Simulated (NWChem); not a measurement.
Si$_{2}$H$_{5}$ cation

```xyz
7

Si     0.0035    -1.2080    -0.0028
Si     0.0030     1.1740    -0.0012
H      1.2107    -2.0670     0.0088
H     -1.2403    -2.0130     0.0102
H     -0.5549     1.4669     1.3399
H      1.4085     1.5786    -0.1925
H     -0.9160     1.5112    -1.1102
```
Atoms are numbered in this order, from 1.

Program: NWChem. Medium grid unless said otherwise, to which SCAN and Minnesota functionals are sensitive. The geometry was optimised at B3LYP/6-31G* (spherical d). Total energies of different functionals are on different scales.

```
level                                  energy (Ha)  highest occupied level (eV)  orbital gap (eV)
-------------------------------------  -----------  ---------------------------  ----------------
B3LYP/def2-TZVP                          -581.7123                       -14.48              4.86
PBE/def2-TZVP                            -581.3502                       -13.53              3.22
B3PW91/def2-TZVP                         -581.6074                       -14.50              4.91
LDA (Slater exchange, PW92)/def2-TZVP    -579.2811                       -13.56              3.05
M06-2X/def2-TZVP                         -581.6091                       -15.67              7.19
N12/def2-TZVP                            -581.6143                       -13.42              3.31
MPW1K/def2-TZVP                          -581.6902                       -15.54              6.78
M06-L/def2-TZVP                          -581.6671                       -13.77              3.85
TPSS/def2-TZVP                           -581.7215                       -13.72              3.57
```
